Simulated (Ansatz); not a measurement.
A nudged elastic band was laid between two geometries of GaH$_{4}$N (6 atoms, charge 0, multiplicity 1).

All numbers below come from Ansatz 0.2.0, RKS CAM-B3LYP-D4/def2-SVP.

| Property | Result |
| --- | --- |
| movable images | 9 |
| climbing image | yes |
| spring | 5.0 eV/Å² |
| optimiser | quadratic models (default) |
| start path | through a guess of the saddle point |
| force threshold | 0.03 eV/Å |
| iteration limit | 60 |
| end points | relaxed |

First end point:

```xyz
6
Properties=species:S:1:pos:R:3
Ga 0.244 -0.001 0.141
H 0.231 -0.616 1.573
H 1.479 0.612 -0.586
N -1.320 0.001 -0.762
H -2.190 -0.368 -0.396
H -1.438 0.372 -1.698
```

Last end point:

```xyz
6
Properties=species:S:1:pos:R:3
Ga -1.232 -2.140 -0.903
H 0.844 0.718 0.429
H 1.428 1.098 0.747
N -1.299 -0.284 -0.696
H -1.721 0.209 0.091
H -1.015 0.399 -1.397
```

(1) What changes between the two ends?

(2) What energy profile does the band end with?

(3) What is the geometry of the highest image?

Answers

(1) Bonds broken: Ga1–H2, Ga1–H3. Bonds formed: H2–H3. GaH4N becomes GaH2N + H2.

(2) The run converged. The highest image is number 2 of 0 to 10, 297.6 kJ/mol above the first end and 234.3 kJ/mol above the last; the last end lies 63.3 kJ/mol above the first. Beside the main top the profile has a ripple of under 15 meV (maxima at images 2, 6), which may be a very shallow well or noise. Neighbouring images differ by up to 2.4 eV, so the band resolves the path poorly. A vibrational analysis at the climbing image gives one clearly imaginary mode, 1449i cm⁻¹: a first-order saddle point. The orbitals stay closed-shell, which can raise the energy where a bond breaks towards radicals; this wasn't checked here.

| image | path coordinate (Å) | energy (kJ/mol) | Ga1–H2 (Å) | Ga1–H3 (Å) | H2–H3 (Å) |
| --- | --- | --- | --- | --- | --- |
| 0 | 0.00 | 0.0 | 1.56 | 1.56 | 2.78 |
| 1 | 0.85 | 67.1 | 1.52 | 1.56 | 2.26 |
| 2 | 1.70 | 297.6 | 1.53 | 1.86 | 1.39 |
| 3 | 2.35 | 107.7 | 2.00 | 2.29 | 0.80 |
| 4 | 3.01 | 72.8 | 2.65 | 2.92 | 0.76 |
| 5 | 3.66 | 69.6 | 3.32 | 3.60 | 0.76 |
| 6 | 4.31 | 70.0 | 3.36 | 3.84 | 0.76 |
| 7 | 4.96 | 69.6 | 3.43 | 3.88 | 0.76 |
| 8 | 5.62 | 67.4 | 3.44 | 3.98 | 0.76 |
| 9 | 6.27 | 64.8 | 3.56 | 4.22 | 0.76 |
| 10 | 6.92 | 63.3 | 3.77 | 4.50 | 0.77 |

(3) 
```xyz
6
Properties=species:S:1:pos:R:3
Ga -0.313 -0.350 0.563
H 1.122 -0.206 1.074
H 1.222 0.406 -0.171
N -1.435 -0.015 -0.790
H -2.407 -0.292 -0.757
H -1.183 0.458 -1.648
```

The run took 5.2 min on 2 threads of Arm Neoverse V1, on a shared host, peak memory 0.15 GiB.
